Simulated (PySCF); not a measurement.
Compound: C₅H₁₁B.
Numbering: `[CH3:1][BH:2][CH2:3]/[CH:4]=[CH:5]\[CH3:6]` (hydrogens: H7, H8, H9 on C1; H10 on B2; H11, H12 on C3; H13 on C4; H14 on C5; H15, H16, H17 on C6)

All values: PBE0/def2-SVPD (PySCF, non-relativistic), on one gas-phase PBE0-D3(BJ)/def2-SVP geometry that isn't relaxed in the solvent. The solvent is an IEF-PCM continuum (van der Waals radii × 1.2), and excitations are vertical TDDFT with non-equilibrium linear response and a frozen core. Specific hydrogen bonds and non-electrostatic terms are outside this model.

Gas-phase singlets (H = HOMO, L = LUMO):

```tsv
state	E (eV)	λ (nm)	f	leading configurations
S1	4.735	262	0.006	H→L 98%
S2	6.114	203	0.003	H-1→L 95%
S3	6.310	196	0.006	H→L+1 84%, H→L+3 8%
S4	6.755	184	0.005	H-2→L 88%
S5	6.813	182	0.027	H→L+3 56%, H→L+4 29%
```

Q: Give the list for cyclohexane (ε = 2.017), n² = 2.04.

A: 
```csv
state,E (eV),λ (nm),f,leading configurations,change by rank (eV)
S1,4.774,260,0.008,H→L 98%,+0.039
S2,6.122,203,0.004,H-1→L 95%,+0.008
S3,6.353,195,0.013,"H→L+1 79%, H→L+3 10%",+0.043
S4,6.755,184,0.006,H-2→L 89%,0.000
S5,6.827,182,0.101,"H→L+3 50%, H→L+4 22%",+0.014
```

Q: How does the list change in methanol (ε = 32.61)?

A: 
```tsv
state	E (eV)	λ (nm)	f	leading configurations	change by rank (eV)
S1	4.857	255	0.008	H→L 97%	+0.122
S2	6.174	201	0.003	H-1→L 95%	+0.060
S3	6.444	192	0.014	H→L+1 60%, H→L+2 25%	+0.134
S4	6.776	183	0.005	H-2→L 90%	+0.021
S5	6.902	180	0.182	H→L+3 43%, H→L+1 29%	+0.089
```

Q: The ground-state energy changes by -0.099 eV from gas to methanol. By how much does the total energy of gas-phase S1 change?

A: E(S1) = E(S0) + excitation energy, so it changes by -0.099 + 0.122 = +0.023 eV: it isn't lowered at all, while the ground state is. This is the vertical state, with the slow part of the continuum still set for S0.

Q: How do the frontier levels move from gas to methanol?

A: 
| orbital | gas (eV) | solvent (eV) | change (eV) | Löwdin shares, gas | Löwdin shares, solvent |
| --- | --- | --- | --- | --- | --- |
| LUMO+2 | 0.85 | 0.87 | +0.02 | C4 28 %, C5 26 %, B2 10 %, C6 7 % | C4 21 %, B2 20 %, C5 19 %, C6 7 % |
| LUMO+1 | 0.58 | 0.69 | +0.11 | B2 34 %, C1 10 %, C5 7 %, C6 6 % | B2 25 %, C5 16 %, C4 14 %, C6 7 % |
| LUMO | -0.75 | -0.65 | +0.10 | B2 48 %, C3 13 %, C1 12 %, H10 9 % | B2 47 %, C3 13 %, C1 12 %, H10 10 % |
| HOMO | -6.71 | -6.74 | -0.03 | C5 33 %, C4 31 %, C3 9 %, C6 7 % | C5 33 %, C4 30 %, C3 9 %, C6 7 % |
| HOMO-1 | -8.72 | -8.68 | +0.04 | B2 30 %, H10 22 %, C1 16 %, C3 10 % | B2 28 %, H10 21 %, C1 18 %, C3 10 % |
| HOMO-2 | -9.13 | -9.05 | +0.08 | C3 22 %, B2 16 %, C1 14 %, C4 12 % | C3 22 %, B2 16 %, C1 14 %, C4 11 % |
| HOMO-3 | -9.52 | -9.43 | +0.09 | C3 16 %, C4 15 %, C5 11 %, C6 11 % | C3 16 %, C4 15 %, C6 11 %, C5 11 % |

The HOMO–LUMO gap goes from 5.95 to 6.09 eV. Rows go by rank; for LUMO+1 and LUMO+2 the atom shares or the degeneracy differ between the runs, so the row needn't follow one orbital.

Conformer computed: `[CH3:1][BH:2][CH2:3]/[CH:4]=[CH:5]\[CH3:6]`: C1–B2–C3–C4 159°, B2–C3–C4–C5 100°.
